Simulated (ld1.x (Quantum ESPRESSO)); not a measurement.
# argon, ultrasoft: configuration errors across variants

ld1.x (Quantum ESPRESSO) 7.5 input, shortened:

```
&input
   title='Ar', zed=18., rel=1, dft='PBE', iswitch=3,
   config='[Ne] 3s2 3p4 3d-2'
 /
 &inputp
   pseudotype=3, tm=.true., lloc=-1, rcloc=0.85,
   nlcc=.false.,
   which_augfun='PSQ', rmatch_augfun_nc=.true.
 /
6
3S  1  0   2.00   0.00  1.00  1.20  0.0
3S  1  0   0.00  -0.65  1.00  1.20  0.0
3P  2  1   4.00   0.00  0.90  1.05  0.0
3P  2  1   0.00  -1.90  0.90  1.05  0.0
3D  3  2  -2.00   0.45  0.90  1.20  0.0
3D  3  2  -2.00   2.90  0.90  1.20  0.0
 &test
   configts(1)='3s2 3p4'
 /
```

All-electron excitation energies from the reference (eV): (1) 3s2 3p6 -44.717; (2) 3s2 3p5 -28.659; (3) 3s2 3p3 42.584; (4) 3s2 3p5.5 -38.170; (5) 3s2 3p2 100.219; (6) 3s1 3p6 -14.043.

The overlap operator is not positive definite (basis up to 400 Ry) in “waves 3d channel at 0.45 Ry: rcut 0.90, rcutus 1.78 bohr; 3d channel at 2.9 Ry: rcut 0.90, rcutus 1.78 bohr”. Such files are unfit for use, however small their errors in these radial tests.

2 further variants failed, have other tests or too few solved ones, and are left out.

Errors AE − PS in meV (a dash: test not solved or not reliable):

| change | (1) | (2) | (3) | (4) | (5) | (6) | bound ghosts |
| --- | --- | --- | --- | --- | --- | --- | --- |
| base | +4.7 | +3.1 | -1.8 | +4.1 | +5.0 | +4.8 | none |
| local potential all-electron potential smoothed inside 0.90 bohr (lloc = -1) | +4.7 | +3.1 | -1.8 | +4.1 | +5.0 | +4.8 | none |
| waves 3d channel at 0.45 Ry: rcut 0.90, rcutus 1.78 bohr; 3d channel at 2.9 Ry: rcut 0.90, rcutus 1.78 bohr | +4.7 | +3.1 | -1.8 | +4.1 | +5.0 | +4.8 | not determined (overlap not positive) |
| wave 3d channel at 2.9 Ry: rcut 0.90, rcutus 1.20 bohr becomes 3d channel at 2.36 Ry: rcut 0.90, rcutus 1.20 bohr | +4.7 | +3.1 | -1.8 | +4.1 | +5.0 | +4.8 | none |
| core correction a·sin(br)/r model core inside 0.60 bohr | +5.7 | +3.1 | -3.5 | +4.5 | -8.2 | +4.3 | none |
| all radii scaled by about 1.41 (s 1.70, p 1.48, d 1.70 bohr, rcut 1.42/1.28/1.28); local potential all-electron potential smoothed inside 1.20 bohr (lloc = -1) | +40 | +17 | – | +29 | – | – | none |

(1) Give the same row for: type PAW; local potential all-electron potential smoothed inside 1.15 bohr (lloc = -1); core correction a·sin(br)/r model core, default radius (ld1.x builds one for every PAW set, though the input has nlcc=.false.).

Results:

(1) -1.4, -0.7, -4.5, -1.2, -26, -0.6; bound ghosts: none.
